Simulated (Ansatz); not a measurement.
Abridged output of a molecular run in Ansatz:

```
Functional definition: HF
1684 factors; integrals over basis functions are off by at most 1.4e-3 eV
mean field evaluation 1: about -8391.9348 eV, gradient 3.6e1 eV
mean field evaluation 2: about -8391.9489 eV, gradient 3.6e1 eV
mean field evaluation 4: about -8396.1602 eV, gradient 3.6e0 eV
mean field evaluation 8: about -8396.2037 eV, gradient 8.5e-5 eV
mean field -8396.20374613 eV, -308.5547965189 hartree, gradient 8.9e-7 eV, S^2 0.000000; 0 other end points of the search recorded, 0 dependent functions left out; unrestricted orbitals would lower it
8 core orbitals not correlated: weight in the atoms' cores, before any rotation towards them, 1.000 or more for the frozen orbitals, at most 0.000 for the correlated occupied ones
reference -8396.20374613 eV, -308.5547965189 hartree; 21, 21 occupied and 133, 133 virtual orbitals, 1684 factors
second order -29.13065686 eV of doubles, -0.00000000 eV of singles
cycle   1  -29.83613663 eV  change   -7.1e-1 eV  update   1.2e-1
cycle   2  -30.65654863 eV  change   -8.2e-1 eV  update   3.9e-2
cycle   3  -30.82870034 eV  change   -1.7e-1 eV  update   1.6e-2
cycle   4  -30.83290256 eV  change   -4.2e-3 eV  update   4.9e-3
cycle   5  -30.83451631 eV  change   -1.6e-3 eV  update   1.7e-3
cycle   6  -30.83428035 eV  change    2.4e-4 eV  update   4.7e-4
cycle   7  -30.83422699 eV  change    5.3e-5 eV  update   1.9e-4
cycle   8  -30.83426139 eV  change   -3.4e-5 eV  update   5.6e-5
cycle   9  -30.83424423 eV  change    1.7e-5 eV  update   2.5e-5
perturbative correction -1.25967930 eV, -0.0462923604 hartree
Total energy: -8428.29766966 eV, -309.7342264546 hartree
```

Its atoms:

Z-matrix (Å, degrees):
```
C
C 1 1.499
H 1 1.092 2 111.4
H 1 1.095 2 110.9 3 119.5
H 1 1.092 2 111.4 3 -121.0
C 2 1.391 1 120.7 3 152.0
C 2 1.391 1 120.9 3 -29.4
C 6 1.391 2 122.0 1 178.5
H 6 1.087 2 119.0 1 -1.5
C 7 1.386 2 120.4 1 -178.2
H 7 1.085 2 119.6 1 1.6
C 8 1.499 6 120.7 2 178.5
C 8 1.391 6 118.4 2 -0.2
H 10 1.084 7 119.8 2 179.8
H 12 1.092 8 111.4 6 31.3
H 12 1.092 8 111.4 6 152.3
H 12 1.095 8 110.9 6 -88.2
H 13 1.085 8 119.6 6 -179.7
```

(1) Which basis set was used?
A. def2-QZVPP
B. cc-pV(T+d)Z
C. def2-SVP
D. def2-TZVPP

(2) Write the keys of the input that set method, charge and spin (a neutral closed shell needs none for the last two).

Answers

(1) C. It gives 162 functions.

(2) 
```yaml
correlation: {method: ccsd_t}
```
